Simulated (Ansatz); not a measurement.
Steps of a relaxation of C$_{3}$H$_{4}$O$_{3}$Zn, SMILES `[OH][Zn-]1[O]C=CC=[O+]1` with RKS PBE0-D4/def2-TZVP.

```sh
$ ansatz run in.yaml --threads 4 --pin off --events-out ev --progress --plain --max-ram 11315MiB
```

```yaml
crystal:
  periodic: [false, false, false]
  atoms:
    - {symbol: O, position_ang: [-0.580730, -3.175480, 0.566310]}
    - {symbol: Zn, position_ang: [-0.305490, -1.535670, 0.164420]}
    - {symbol: O, position_ang: [0.143940, -0.122090, 1.349880]}
    - {symbol: C, position_ang: [0.339010, 1.052490, 0.940340]}
    - {symbol: C, position_ang: [0.269460, 1.513140, -0.368490]}
    - {symbol: C, position_ang: [-0.043000, 0.693030, -1.445690]}
    - {symbol: O, position_ang: [-0.301400, -0.539420, -1.422780]}
    - {symbol: H, position_ang: [-0.509710, -3.389950, 1.495830]}
    - {symbol: H, position_ang: [0.592010, 1.788110, 1.717870]}
    - {symbol: H, position_ang: [0.466250, 2.555220, -0.556620]}
    - {symbol: H, position_ang: [-0.070350, 1.160630, -2.441080]}
basis:
  gaussian: {orbitals: def2-TZVP}
hamiltonian: {xc: pbe0, dispersion: d4}
relax: {f_tol: 0.005, max_steps: 150}
```

Positions (Å) and forces (eV/Å) along the path, 8 of 8 steps:

```xyz
11
step=1 energy=-57725.0294 eV
O    -0.581   -3.175    0.566   -0.383   -2.171    0.453
Zn   -0.305   -1.536    0.164    0.166    1.000   -0.299
O     0.144   -0.122    1.350    0.167    0.559    0.433
C     0.339    1.052    0.940    0.085    0.227    0.324
C     0.269    1.513   -0.368   -0.047   -0.169   -0.067
C    -0.043    0.693   -1.446    0.049    0.344   -0.275
O    -0.301   -0.539   -1.423   -0.050    0.149   -0.583
H    -0.510   -3.390    1.496   -0.005   -0.043    0.025
H     0.592    1.788    1.718   -0.004   -0.011   -0.042
H     0.466    2.555   -0.557    0.025    0.141   -0.034
H    -0.070    1.161   -2.441   -0.002   -0.027    0.065
11
step=2 energy=-57725.1333 eV
O    -0.594   -3.228    0.570   -0.205   -1.081    0.143
Zn   -0.302   -1.550    0.176    0.085    0.444   -0.046
O     0.151   -0.098    1.361    0.099    0.362    0.216
C     0.344    1.076    0.943    0.037    0.047    0.110
C     0.271    1.526   -0.373   -0.021   -0.098   -0.034
C    -0.039    0.703   -1.451   -0.008    0.143   -0.062
O    -0.298   -0.532   -1.425   -0.004    0.137   -0.343
H    -0.524   -3.455    1.497    0.008    0.024    0.023
H     0.598    1.818    1.713   -0.009   -0.007   -0.021
H     0.466    2.570   -0.567    0.009    0.046   -0.013
H    -0.072    1.169   -2.445    0.010   -0.018    0.027
11
step=3 energy=-57725.1725 eV
O    -0.613   -3.285    0.562   -0.038   -0.160   -0.064
Zn   -0.297   -1.563    0.200    0.019    0.086    0.095
O     0.164   -0.065    1.379    0.040    0.044    0.016
C     0.355    1.104    0.946   -0.105   -0.018   -0.052
C     0.271    1.538   -0.377   -0.019    0.012    0.022
C    -0.047    0.713   -1.451    0.161   -0.077    0.025
O    -0.295   -0.527   -1.423   -0.044    0.059   -0.067
H    -0.541   -3.526    1.486    0.015    0.059    0.019
H     0.603    1.858    1.705    0.036   -0.007   -0.003
H     0.463    2.583   -0.582   -0.004   -0.015    0.007
H    -0.064    1.171   -2.447   -0.061    0.017    0.001
11
step=4 energy=-57725.1731 eV
O    -0.622   -3.285    0.562   -0.034   -0.129   -0.046
Zn   -0.298   -1.563    0.200    0.042    0.064    0.073
O     0.179   -0.069    1.375    0.021    0.053    0.035
C     0.358    1.103    0.946   -0.099   -0.038   -0.078
C     0.269    1.539   -0.376   -0.026   -0.023    0.035
C    -0.044    0.712   -1.450    0.151   -0.096    0.006
O    -0.282   -0.531   -1.425   -0.052    0.098   -0.041
H    -0.544   -3.518    1.488    0.009    0.039    0.015
H     0.599    1.857    1.707    0.043    0.004    0.003
H     0.453    2.585   -0.580   -0.006    0.001    0.000
H    -0.069    1.170   -2.446   -0.049    0.027   -0.002
11
step=5 energy=-57725.1763 eV
O    -0.618   -3.293    0.543   -0.001    0.006   -0.027
Zn   -0.293   -1.558    0.224    0.005    0.028   -0.003
O     0.171   -0.057    1.391   -0.020   -0.106    0.024
C     0.353    1.108    0.947    0.021    0.121   -0.028
C     0.269    1.535   -0.377    0.009    0.026    0.017
C    -0.039    0.705   -1.449   -0.011   -0.035   -0.030
O    -0.290   -0.532   -1.419    0.002    0.000    0.021
H    -0.546   -3.523    1.470    0.000   -0.017    0.027
H     0.607    1.868    1.699   -0.006   -0.023   -0.013
H     0.458    2.580   -0.584    0.000   -0.002    0.000
H    -0.072    1.166   -2.446    0.001    0.002    0.011
11
step=6 energy=-57725.1765 eV
O    -0.616   -3.291    0.535    0.003   -0.030    0.072
Zn   -0.292   -1.553    0.236    0.002    0.005    0.012
O     0.171   -0.051    1.397   -0.005   -0.001   -0.027
C     0.354    1.114    0.947    0.006    0.022   -0.001
C     0.270    1.536   -0.377   -0.003   -0.017    0.008
C    -0.040    0.702   -1.448   -0.005   -0.025   -0.002
O    -0.292   -0.535   -1.413    0.009    0.039    0.013
H    -0.550   -3.539    1.460   -0.004    0.024   -0.074
H     0.609    1.876    1.696   -0.003   -0.014   -0.002
H     0.460    2.581   -0.587   -0.002   -0.006   -0.005
H    -0.074    1.159   -2.445    0.001    0.003    0.006
11
step=7 energy=-57725.1767 eV
O    -0.617   -3.293    0.535    0.001    0.006   -0.006
Zn   -0.293   -1.553    0.238   -0.001   -0.009    0.005
O     0.169   -0.050    1.395   -0.001   -0.004    0.000
C     0.354    1.116    0.947    0.001    0.006   -0.004
C     0.271    1.537   -0.378    0.002    0.004    0.012
C    -0.040    0.702   -1.447   -0.002   -0.004   -0.008
O    -0.292   -0.534   -1.410    0.000    0.002   -0.001
H    -0.548   -3.541    1.458    0.000    0.000    0.004
H     0.609    1.876    1.697    0.000   -0.002    0.001
H     0.461    2.581   -0.588   -0.001    0.000   -0.006
H    -0.073    1.158   -2.445    0.001    0.003    0.002
11
step=8 energy=-57725.1767 eV
O    -0.615   -3.293    0.534   -0.001    0.003   -0.003
Zn   -0.292   -1.553    0.238    0.000   -0.004    0.003
O     0.170   -0.050    1.395   -0.001   -0.002    0.000
C     0.354    1.116    0.947    0.001    0.004    0.000
C     0.271    1.537   -0.378    0.000    0.000    0.002
C    -0.040    0.702   -1.447    0.000   -0.002    0.000
O    -0.292   -0.534   -1.410    0.000    0.002   -0.001
H    -0.552   -3.540    1.458    0.001    0.000    0.002
H     0.609    1.876    1.697    0.000   -0.002    0.000
H     0.460    2.581   -0.589    0.000    0.000   -0.002
H    -0.074    1.159   -2.445    0.000    0.001    0.000
```

Run time 63 s (4 threads of an Arm Neoverse V1 on a shared host); peak host memory 0.94 GiB.
